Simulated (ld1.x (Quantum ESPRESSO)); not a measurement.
## Al: excitation energies, all-electron against ultrasoft

aluminium, ultrasoft, made with ld1.x (Quantum ESPRESSO) 7.5 (PBEsol, non-relativistic). Core [Ne], reference 3s2 3p0 (charge +1). Waves: 3s (bound): rcut 1.65, rcutus 2.00 bohr; 3s channel at 0.75 Ry: rcut 1.65, rcutus 2.00 bohr; 3p (bound, empty): rcut 1.90, rcutus 2.65 bohr; 3p channel at 2.8 Ry: rcut 1.90, rcutus 2.65 bohr; 3d channel at 0.4 Ry: rcut 2.30, rcutus 2.95 bohr; 3d channel at 1.15 Ry: rcut 2.30, rcutus 2.95 bohr. Local part: all-electron potential smoothed inside 2.10 bohr (lloc = -2). Core correction: none. Augmentation charge: PSQ, radius 1.80 bohr.

Energies are relative to the spin-unpolarised reference configuration 3s2 3p0; without spin polarisation the order of configurations can differ from experiment.

(1) Give the all-electron excitation energy and the error of the potential for: 3s2 3p1; 3s1 3p0; 3s2 3p0.5; 3s0 3p3; 3s1 3p2; 3s2 3p1.3; 3s1 3p1.

Levels in the configuration 3s2 3p1:

```tsv
level	all-electron (eV)	pseudo (eV)
3s	-7.692	-7.690
3p	-2.697	-2.694
```

## Answers

(1)

```csv
valence configuration,charge,ΔE all-electron (eV),error AE − PS (meV)
3s2 3p1,0,-5.746,-2.6
3s1 3p0,+2,19.137,+8.7
3s2 3p0.5,+0.5,-3.668,-1.0
3s0 3p3,0,4.592,+5.5
3s1 3p2,0,-0.659,-1.8
3s2 3p1.3,-0.3,-6.316,-3.4
3s1 3p1,+1,5.753,+3.7
```
